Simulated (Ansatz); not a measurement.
## GeTe (SMILES [Ge][Te]): the energy, rung by rung

The species is GeTe (2 atoms), meant as a singlet with charge 0. SMILES: `[Ge][Te]`. Geometry: the measured bond length.

```xyz
2

Ge    0.0000    0.0000    0.0000
Te    0.0000    0.0000    2.3402
```

Quantity: the energy change with the Ge1–Te2 bond stretched from 2.340 to 5.850 Å, in eV. The values are calculated.

```json
{"level": "HF/STO-3G (restricted)", "kind": "Hartree–Fock", "program": "Ansatz", "value (eV)": "7.77", "less FCI/STO-3G": "+2.39", "CPU time (all runs)": "2.3 s"}
{"level": "BHLYP/STO-3G (restricted)", "kind": "global hybrid", "program": "Ansatz", "value (eV)": "8.91", "less FCI/STO-3G": "+3.53", "CPU time (all runs)": "14 s"}
{"level": "CAM-B3LYP/STO-3G (restricted)", "kind": "range-separated hybrid", "program": "Ansatz", "value (eV)": "9.18", "less FCI/STO-3G": "+3.80", "CPU time (all runs)": "22 s"}
{"level": "B2PLYP/STO-3G (restricted)", "kind": "double hybrid", "program": "Ansatz", "value (eV)": "9.03", "less FCI/STO-3G": "+3.65", "CPU time (all runs)": "48 s"}
{"level": "MP2/STO-3G (restricted)", "kind": "perturbation theory", "program": "Ansatz", "value (eV)": "8.90", "less FCI/STO-3G": "+3.52", "CPU time (all runs)": "12 s"}
{"level": "CCSD(T)/STO-3G (unrestricted)", "kind": "coupled cluster or CI", "program": "Ansatz", "value (eV)": "5.36", "less FCI/STO-3G": "-0.02", "CPU time (all runs)": "24 s"}
{"level": "FCI/STO-3G", "kind": "exact in the basis", "program": "Ansatz", "value (eV)": "5.38", "less FCI/STO-3G": "0.00", "CPU time (all runs)": "25 s"}
```

FCI/STO-3G is exact within its basis and frozen core, so for wave-function methods in that basis the difference is their error; functionals converge differently with the basis, so for them it is only a difference. A spin-restricted reference rises too steeply as a bond breaks; here HF/STO-3G, BHLYP/STO-3G, CAM-B3LYP/STO-3G, B2PLYP/STO-3G, MP2/STO-3G lie well above the multireference or unrestricted value. All-electron rows without a relativistic Hamiltonian named are non-relativistic. The first shape isn't each level's own minimum. The values span 5.36 to 9.18 eV. Spin contamination of the reference (⟨S²⟩ at least 0.1 too high) touches CCSD(T)/STO-3G. All rows use very small basis sets, so none should be taken for the real molecule's value. In the correlated wave-function rows the outer d shell of Ge, Te is correlated, in sets not made for it. In so small a basis fixed costs decide the times, and correlated methods can beat functionals. CPU times are rough (shared hosts, several kinds of processor and program).
